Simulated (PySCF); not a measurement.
From one molecule to another.

First species: C7H5FO2.
SMILES: `CC1=C(F)C(=O)C(=O)C=C1`

Second species: C8H10.
InChI=1S/C8H10/c1-2-4-7(3-1)8-5-6-8/h1-3,8H,4-6H2

Levels: PBE0/pcSseg-1 for dipole moment, HOMO energy, LUMO energy and HOMO–LUMO gap; GFN2-xTB for rotational constant A and rotational constant C. Geometries: GFN2-xTB. Each species is one conformer at its optimised geometry, gas phase, non-relativistic unless stated. Electronic properties by PySCF.

The conformers computed, where there is a choice (atom-mapped SMILES and torsion angles):
- `[CH:1]1=[CH:2][CH2:3][C:4]([CH:5]2[CH2:6][CH2:7]2)=[CH:8]1`: C3–C4–C5–C6 145°

```
             property   column X   column Y
        dipole moment     0.91 D     6.13 D
          HOMO energy   -5.80 eV   -7.57 eV
          LUMO energy   -0.36 eV   -3.87 eV
        HOMO–LUMO gap    5.44 eV    3.70 eV
rotational constant A  5.632 GHz  2.117 GHz
rotational constant C  1.210 GHz  0.801 GHz
```

Problem. Which column belongs to which species?

Solution. Column X is the second species and column Y the first. The first has 15 atoms and 72 electrons, the second 18 and 58.

Problem. How does each property change from the first species to the second?

Solution. dipole moment -5.22 D; HOMO energy +1.77 eV; LUMO energy +3.51 eV; HOMO–LUMO gap +1.74 eV; rotational constant A +3.515 GHz; rotational constant C +0.409 GHz.

On the first: In atomic units the dipole is 2.41 e·bohr (1 au = 2.5417 D).

On the second: A dipole of 0.91 D is allowed in Cs, and pure rotational transitions are dipole-allowed. The dipole equals about 3.0 × 10⁻³⁰ C·m (1 D = 3.33564 × 10⁻³⁰ C·m).
